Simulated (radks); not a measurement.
Values are calculated unless marked as measured or tabulated.
The mean radii <r> (bohr) of the occupied orbitals of an atom or ion are listed with their occupations. Code: a radial shooting solver on a logarithmic mesh with Libxc functionals. Model: Dirac Kohn-Sham, exchange-only B88, spin-unpolarised, spherical densities, finite nucleus; Fermi nuclear charge, rms radius of each element as measured or else 0.836 A^(1/3) + 0.57 fm.

orbital  occ.      <r>
1s1/2       2  0.08103
2s1/2       2   0.3864
2p1/2       2   0.3471
2p3/2       4   0.3496
3s1/2       1    1.146
3p1/2       2    1.203
3p3/2       1    1.208
4p1/2       1    2.848

Name the element and its charge. Open shells, if any, fill j = l - 1/2 first.

Answer. Z = 19, potassium, charge +4: K4+ in [Ne] 3s1 3p3 4p1. The 1s radius gives Z: for a bare nucleus <r> = (2 gamma + 1)/(2Z) with gamma = sqrt(1 - (Z/c)^2), 0.07844 bohr for Z = 19, and screening makes it slightly larger (0.08103 here). The occupations add up to 15, and the charge is Z minus that.
